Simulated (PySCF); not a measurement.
Compound: C2H9OPSi.
SMILES with atom numbers: `[CH3:1][O:2][Si@H:3]([CH3:4])[PH2:5]` (hydrogens: H6, H7, H8 on C1; H9 on Si3; H10, H11, H12 on C4; H13, H14 on P5)

Computed by this run: PBE0-D3(BJ)/def2-SVP geometry optimisation, gas phase (PySCF); density fitting, grid level 1; the optimiser is geomeTRIC in internal coordinates, started from a GFN2-xTB structure with every atom displaced at random (about 0.01 Å).

Step 5: E = -21415.3641 eV
```
atom  x, y, z in Å  |  force x, y, z in eV/Å
C1      1.7211   -1.4861    0.1578   -0.067   0.007   0.033
O2      0.3386   -1.2756    0.1068    0.066   0.045  -0.050
Si3    -0.3891    0.2110    0.3192    0.015  -0.030   0.021
C4     -2.1552    0.0263   -0.2423   -0.002   0.010   0.040
P5      0.6813    1.7431   -0.9795   -0.018  -0.005  -0.014
H6      1.9402   -2.4958   -0.2189    0.019  -0.032  -0.005
H7      2.1129   -1.4144    1.1894    0.005   0.005   0.002
H8      2.2775   -0.7641   -0.4703    0.002  -0.007  -0.009
H9     -0.3131    0.6029    1.7645   -0.023   0.007   0.000
H10    -2.6262   -0.8143    0.2907   -0.006  -0.003  -0.009
H11    -2.7386    0.9362   -0.0346    0.006   0.003  -0.009
H12    -2.1964   -0.1825   -1.3215   -0.009  -0.003  -0.013
H13    -0.2717    2.7560   -0.6456    0.004   0.002   0.005
H14     1.5923    2.1497    0.0431    0.009   0.001   0.007
```

Step 6: E = -21415.3659 eV
```
atom  x, y, z in Å  |  force x, y, z in eV/Å
C1      1.7192   -1.4784    0.1557   -0.050  -0.048   0.018
O2      0.3357   -1.2802    0.0790    0.058   0.110  -0.024
Si3    -0.3908    0.2069    0.3095    0.002  -0.058   0.011
C4     -2.1599    0.0260   -0.2440    0.014  -0.026   0.008
P5      0.6728    1.7524   -0.9783   -0.011  -0.001  -0.001
H6      1.9479   -2.5076   -0.1607    0.010   0.001   0.008
H7      2.1027   -1.3454    1.1848   -0.002   0.002  -0.003
H8      2.2770   -0.7911   -0.5086    0.000   0.002  -0.009
H9     -0.3068    0.5852    1.7581   -0.013  -0.002   0.002
H10    -2.6263   -0.8196    0.2853   -0.008   0.001  -0.007
H11    -2.7472    0.9319   -0.0330    0.008   0.021   0.002
H12    -2.2019   -0.1793   -1.3243   -0.015   0.001  -0.002
H13    -0.2587    2.7702   -0.6005    0.006   0.000   0.003
H14     1.6099    2.1218    0.0359    0.000  -0.002  -0.004
```

Question: Estimate the geometry and energy of step 7. (The exact step hangs on the optimiser's Hessian estimate; all steps are aligned on step 6, rigid shifts and turns removed.)

Answer: E = -21415.3676 eV, largest force 0.137 eV/Å
```
atom  x, y, z in Å  |  force x, y, z in eV/Å
C1      1.7202   -1.4736    0.1554   -0.007  -0.085   0.003
O2      0.3395   -1.2789    0.0378    0.025   0.135   0.009
Si3    -0.3914    0.2030    0.2945   -0.012  -0.067  -0.005
C4     -2.1651    0.0249   -0.2458    0.023  -0.051  -0.033
P5      0.6554    1.7703   -0.9799   -0.005   0.005   0.012
H6      1.9535   -2.5224   -0.0884   -0.004   0.031   0.013
H7      2.0862   -1.2744    1.1807   -0.007  -0.001  -0.008
H8      2.2921   -0.8326   -0.5423   -0.003   0.008  -0.005
H9     -0.2998    0.5610    1.7479    0.003  -0.009   0.002
H10    -2.6269   -0.8263    0.2785   -0.007   0.007   0.000
H11    -2.7525    0.9282   -0.0253    0.007   0.028   0.012
H12    -2.2148   -0.1721   -1.3278   -0.013   0.005   0.010
H13    -0.2490    2.7899   -0.5448    0.007  -0.001   0.000
H14     1.6262    2.0955    0.0186   -0.007  -0.005  -0.012
```

The energy changes by -0.0016 eV. The first-order estimate −F·Δx gives -0.0027 eV and the mean of the old and new forces, exact on a quadratic surface, -0.0018 eV. The step makes an angle of 84° with the force vector and moves no atom by more than 0.074 Å.

The cost below is that of the whole optimisation. Hardware: one thread, Arm Neoverse V2 (aarch64), no GPU, on a shared host. Cost: 56 s wall, 0.52 GiB resident at most.
